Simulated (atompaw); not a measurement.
# Varying the PAW (atompaw) potential for Mn (Z = 25)

Base potential:

atompaw 4.2.0.5 input, output lines left out:

```
Mn 25
GGA-PBESOL scalarrelativistic loggrid 1500 logderivrange -2 5 176
4 4 3 0 0 0
4 1 0
3 2 5
0 0 0
c
c
c
v
c
c
v
v
2
2.55 2.15 1.90 1.55
y
0.4
n
y
1.95
n
y
0.25
n
custom rrkj gramschmidtortho sinc
3 0.5 ultrasoft
2.35
2.35
2.55
2.55
1.45
1.45
```

Cutoffs, loose and tight: the cutoffs (Ry, on a coarse ladder) from which the occupation-weighted sum of valence levels, in a spherical-Bessel basis at the reference potential, stays within 10 and 1 mRy of its value at 400 Ry. They see the waves, projectors and local potential, not the compensation charge or the core. A dash means not determined.

A true bound ghost makes a file unfit for plane-wave use even where its test errors are small: the radial tests pick states by their node count and pass the ghost by.

| change | outcome | cutoff, loose | cutoff, tight | bound ghosts |
| --- | --- | --- | --- | --- |
| base | generated | 50 Ry | 80 Ry | none |
| reference 3d5 4s1.75 4p0.25 | generated | 50 Ry | 80 Ry | none |
| augmentation besselshape compensation charge, radius 2.15 bohr; PAW radius 2.55 bohr; waves and projectors: custom rrkj gramschmidtortho | generated | 50 Ry | 80 Ry | none |
| core [Ne], valence charge 15; reference 3s2 3p6 3d5 4s2 4p0; waves now 3s (bound): rc 1.20 bohr; 4s (bound): rc 1.60 bohr; 3p (bound): rc 0.90 bohr; 4p (bound): rc 1.60 bohr; 3d (bound): rc 1.60 bohr; 3d channel at 1.3 Ry: rc 1.60 bohr; local potential ultrasoft scheme with l = 3 at 0.5 Ry, radius 1.50 bohr; core correction smooth core density matched at 0.80 bohr; augmentation sinc compensation charge, radius 1.40 bohr; PAW radius 1.60 bohr; waves and projectors: custom rrkj gramschmidtortho | failed: atompaw: The overlap operator has at least one negative eigenvalue! | – | – | – |
| augmentation sinc compensation charge, radius 2.15 bohr; PAW radius 2.55 bohr; waves and projectors: custom polynom gramschmidtortho | generated | 55 Ry | 90 Ry | s |
| wave 3d channel at 0.25 Ry: rc 1.45 bohr becomes 3d channel at -0.32 Ry: rc 1.45 bohr | generated | 50 Ry | 80 Ry | none |
| augmentation sinc compensation charge, radius 2.15 bohr; PAW radius 2.55 bohr; waves and projectors: custom polynom vanderbiltortho | generated | 55 Ry | 90 Ry | s |
| functional PBE | generated | 50 Ry | 80 Ry | none |
| augmentation sinc compensation charge, radius 1.14 bohr; PAW radius 2.55 bohr; waves and projectors: custom rrkj gramschmidtortho | generated | 50 Ry | 80 Ry | none |
| wave 4p (bound): rc 2.55 bohr becomes 4p (bound): rc 1.70 bohr | failed: atompaw: The overlap operator has at least one negative eigenvalue! | – | – | – |
| local potential troulliermartins scheme with l = 3 at 0.5 Ry, radius 1.90 bohr | generated | 50 Ry | 80 Ry | none |
| all radii scaled by about 1.09 (s 2.56, p 2.78, d 1.58 bohr); local potential ultrasoft scheme with l = 3 at 0.5 Ry, radius 2.06 bohr; augmentation sinc compensation charge, radius 2.34 bohr; PAW radius 2.78 bohr; waves and projectors: custom rrkj gramschmidtortho; core correction smooth core density matched at 1.68 bohr | generated | 40 Ry | 70 Ry | none |
| core correction smooth core density matched at 1.10 bohr | generated | 50 Ry | 80 Ry | none |
